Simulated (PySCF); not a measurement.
Bonds broken one at a time in the series In Cl-NH2. Isolated molecules, 0 K electronic values unless said otherwise. One relaxed conformer stands for each flexible species; it need not be the lowest. Strings in code marks are SMILES.

The four lowest singlet excitations (Tamm–Dancoff). The numbers are results of PBE-D3(BJ)/def2-TZVP // CAM-B3LYP-D3(BJ)/def2-TZVP run with PySCF 2.14.0, not measurements. Excitations are Tamm–Dancoff values on a coarser integration grid. The basis has no diffuse functions, so Rydberg states are missing or too high.

```json
[
 {"state": "S1", "energy (eV)": "4.05", "wavelength (nm)": "306", "oscillator strength": "0.013"},
 {"state": "S2", "energy (eV)": "4.08", "wavelength (nm)": "304", "oscillator strength": "0.001"},
 {"state": "S3", "energy (eV)": "4.78", "wavelength (nm)": "259", "oscillator strength": "0.040"},
 {"state": "S4", "energy (eV)": "5.30", "wavelength (nm)": "234", "oscillator strength": "0.013"}
]
```

Identify which member gives these states.
A) `[NH2][In]([NH2])[NH2]`
B) `[NH2][In]([NH2])[Cl]`
C) `[Cl][In]([Cl])[Cl]`

A, `[NH2][In]([NH2])[NH2]`
